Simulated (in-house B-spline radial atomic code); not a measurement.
A fraction x of an electron is moved 3p → 3d in Ga⁵⁺, starting from [Ar] 3d8 and keeping the highest spin. Computed with a radial B-spline atomic code at the basis-set limit: non-relativistic PW91, spin-polarised, spherical fractional occupations, point nucleus.

| x | E(x) - E(0) (eV) | 3p down level (eV) | 3d down level (eV) |
| --- | --- | --- | --- |
| 0 | 0.0000 | -180.182 | -100.610 |
| 0.125 | 9.9469 | -180.252 | -100.674 |
| 0.25 | 19.8945 | -180.322 | -100.739 |
| 0.375 | ? | ? | ? |
| 0.5 | 39.7918 | -180.462 | -100.867 |
| 0.625 | 49.7415 | -180.531 | -100.931 |
| 0.75 | 59.6920 | -180.600 | -100.994 |
| 0.875 | ? | ? | ? |
| 1 | 79.5950 | -180.738 | -101.120 |

Problem. What belongs in the row x = 0.375?

Solution. An energy change of 29.8428 eV; 3p down at -180.392 eV, 3d down at -100.803 eV.

Problem. What belongs in the row x = 0.875?

Solution. An energy change of 69.6431 eV; 3p down at -180.669 eV, 3d down at -101.057 eV.

Problem. Check Janak's theorem between x = 0.125 and 0.25.

Solution. The slope of the energy is 79.58 eV; the orbital levels give 79.58 eV (ε of the receiving orbital less ε of the emptying one, averaged over the two points).
